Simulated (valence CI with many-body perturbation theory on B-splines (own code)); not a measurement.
## Sm¹²⁺ in brief

Calculated by relativistic CI+MBPT: four valence electrons over a frozen Dirac-Fock core [Kr] 4d10, a basis of 7 s, 7 p, 7 d, 7 f, 4 g, 2 h functions for each j, with the one-electron correlation potential Σ1, the two-electron term Σ2, the three-electron term Σ3, Breit, model QED; selected CI, second order for the rest, scaled by the run's own slope (own B-spline code, finite nucleus).

No measured spectrum was set against this ion. As an estimate, terms of the open shell hold to a few per cent of their energy, and close levels can change places; configurations with another count of f electrons can be misplaced by thousands of cm⁻¹.

Names give the largest LS component (configuration and term), which can be under half, so a name can repeat, a term be missing and a line seem to break the LS rules; names also repeat where a configuration has a term twice.

Rates and lifetimes use the calculated energies. Strong lines usually hold to 10 to 20 %, long lifetimes can be off by a factor of two.

Question: What is the ground level?

Answer: 4f²5s² ³H_4, composition 94 % 4f²5s² ³H + 4 % 4f²5s² ¹G, g = 0.807.

Question: What is the ionisation energy?

Answer: 229.08 eV; NIST lists 237 ± 12 eV (theoretical).

Question: Where does the other parity begin?

Answer: At 4f³5s ⁵I°_4, 76049 cm⁻¹.

Question: Among levels below 242520 cm⁻¹, which E1 lines absorb most strongly from the ground level?

Answer: to 4f²5s5p ³H°_5 at 57.12 nm, f = 0.0207; to 4f²5s5p ⁵H°_4 at 57.58 nm, f = 0.0169; to 4f²5s5p ⁵H°_3 at 58.42 nm, f = 0.0149.

Question: Name the longest-lived excited levels whose lifetime is computed, and their main decay.

Answer: 4f²5s² ³F_2 at 8682 cm⁻¹ lives 5060 s, mostly by E2 to 4f²5s² ³H_4; 4f²5s² ³P_0 at 36463 cm⁻¹ lives 4.99 s, mostly by E2 to 4f²5s² ³F_2; 4f²5s² ³F_3 at 11851 cm⁻¹ lives 1.15 s, mostly by M1 to 4f²5s² ³F_2.

Question: How well does LS coupling describe the low levels?

Answer: Among the lowest 20 levels the leading LS term, summed over configurations, holds 92 % on average. For single configurations the figures are 91 % in LS and 72 % in jj coupling. Terms mix most in the J = 4 level at 18606 cm⁻¹, where the leading one holds 55 %.

Question: How is the term ³H of the ground level split?

Answer: J = 4 at 0.0, J = 5 at 4697, J = 6 at 9414 cm⁻¹.
